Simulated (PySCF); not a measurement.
Run record: geometry optimisation, `[GeH3][C](C)(C)Cl`.

Method: PBE0-D3(BJ)/def2-SVP geometry optimisation, gas phase (PySCF 2.14.0). Start geometry: GFN2-xTB. The input is one job of a driver script: a line of settings, then coordinates in Å.

Command:
```bash
OMP_NUM_THREADS=1 python probes_run.py task.json out
```

Input:
```
{"job": {"xc": "PBE0", "basis": "def2-SVP", "d3": "d3bj", "grid": 1, "shake": 0.01, "kind": "geom"}, "charge": 0, "multiplicity": 1}
C      0.894450    -0.653330    -1.107580
C      0.259750    -0.186500     0.198780
C      0.761970     1.173580     0.618180
Cl     0.760150    -1.376920     1.464520
Ge    -1.727440    -0.311630     0.213700
H      0.561670     0.062100    -1.903970
H      0.545080    -1.632040    -1.369540
H      1.977520    -0.626780    -1.063610
H      0.469310     1.929180    -0.083170
H      0.375440     1.449130     1.609700
H      1.860770     1.177910     0.698110
H     -2.126000    -1.701930    -0.091490
H     -2.249510     0.056430     1.576470
H     -2.370290     0.625720    -0.767850
```

Output:
```
step   0  E = -2655.88771598  max force = 0.031812
step   1  E = -2655.89253920  max force = 0.005400
step   2  E = -2655.89281882  max force = 0.000911
step   3  E = -2655.89282911  max force = 0.000401
optimisation converged
```

Energies in Eh; «max force» is the largest Cartesian gradient component in Eh/bohr.

Question: How much energy does the optimisation release, in kcal/mol?

Answer: E(step 0) − E(last step) = 0.005113 Eh, which is 3.2 kcal/mol.

Question: Give the first gradient maximum in eV/Å.

Answer: With 1 Eh/bohr = 51.422 eV/Å, 1.636 eV/Å.

Main results: final energy -2655.89283 Eh after 3 steps; dipole 1.78 D.

Question: Where do the atoms end?

Answer: 0.049 Å rms from the input after alignment:
```
atom  x, y, z in Å
C1     1.6928   -0.9259   -0.6006
C2     1.1376   -0.5241    0.7531
C3     1.6124    0.8499    1.1871
Cl4    1.7286   -1.7358    1.9851
Ge5   -0.8382   -0.6747    0.8085
H6     1.3423   -0.2234   -1.3745
H7     1.3759   -1.9397   -0.8847
H8     2.7946   -0.9031   -0.5885
H9     1.2773    1.6100    0.4623
H10    1.2225    1.1213    2.1787
H11    2.7132    0.8806    1.2318
H12   -1.2423   -2.1157    0.4612
H13   -1.3344   -0.2973    2.2131
H14   -1.4450    0.2950   -0.2300
```

Question: How long does this job take on one thread of an AMD EPYC 7R43, shared host? And the peak memory of the process?

Answer: About 28 s, with 0.55 GiB resident at the peak, the Python interpreter and its libraries included.
Labels such as C1 count atoms from 1, the log's own numbers from 0.
